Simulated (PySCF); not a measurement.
**Excitation energy of Zn²⁺ by level of theory**

Zn²⁺ [Ar] 3d10 (1S) → Zn²⁺ [Ar] 3d9 4s1 (3D), as a difference of total energies. Computed with PySCF 2.14 in aug-cc-pVTZ-PP with ECP10MDF, with scalar relativity through the core potential. Correlated levels: valence: 3s2 3p6 frozen. The calculations carry no spin-orbit coupling.

| method | excitation energy (cm⁻¹) |
| --- | --- |
| UHF | 64639 |
| MP2 (valence) | 82166 |
| SCS-MP2 (valence) | 80728 |
| CCSD (valence) | 77181 |
| CCSD(T) (valence) | 77870 |
